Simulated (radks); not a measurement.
Task: All-electron atom: Mg2+ in [Ne]. Calculated with a radial shooting solver on a logarithmic mesh with Libxc functionals: non-relativistic Kohn-Sham, TPSS, spin-polarised, spherical densities, point nucleus; meta-GGA in the generalised Kohn-Sham scheme. Some entries of the table are withheld. Estimate them.

orbital,occ.,eigenvalue (Ry),r(max) (bohr)
1s,2,-94.34055,0.08541
2s,2,-7.40947,(1)
2p,6,(2),0.4769

Result: 
(1) 2s r(max) (bohr): 0.5457
(2) 2p eigenvalue (Ry): -4.92874
